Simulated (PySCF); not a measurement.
C3H9NOSi, SMILES CN1C[SiH](C1)O. Atoms are numbered in the order given.

```xyz
15

C     -2.4869     0.3074     0.0000
N     -1.0447     0.3419     0.0000
C     -0.3634    -0.2744    -1.1564
Si     1.1290    -0.4536     0.0000
O      2.2392     0.7870     0.0000
C     -0.3634    -0.2744     1.1564
H     -2.8895    -0.7334     0.0000
H     -2.8781     0.8236     0.8920
H     -2.8781     0.8236    -0.8920
H     -0.3470     0.3669    -2.0552
H     -0.8008    -1.2617    -1.4441
H      1.9532    -1.6908     0.0000
H      1.8628     1.6758     0.0000
H     -0.3470     0.3669     2.0552
H     -0.8008    -1.2617     1.4441
```
Charge 0, spin multiplicity 1.

Geometry: r2SCAN-D4/def2-SVP. The structure was generated by enumeration, and PubChem lists no compound with its InChIKey, so it may never have been made. Other conformers were not sampled.

Vertical ionisation energy (IE) and electron affinity (EA) in eV. Rows of orbital energies are one-electron estimates. Where ΔSCF, EOM or ADC give a negative EA the extra electron is unbound and the value depends on the basis.

```
level                                        IE     EA
-----------------------------------------  ----  -----
−ε(HOMO), −ε(LUMO), HF/def2-TZVP (PySCF)   9.74  -3.61
−ε(HOMO), −ε(LUMO), PBE/def2-TZVP (PySCF)     ?      ?
```

Problem. What belongs in the gaps? (An estimate is asked for; the answer gives what the named calculation found.)

Solution. 
- −ε(HOMO), −ε(LUMO), PBE/def2-TZVP (PySCF), IE: 5.02
- −ε(HOMO), −ε(LUMO), PBE/def2-TZVP (PySCF), EA: 0.19
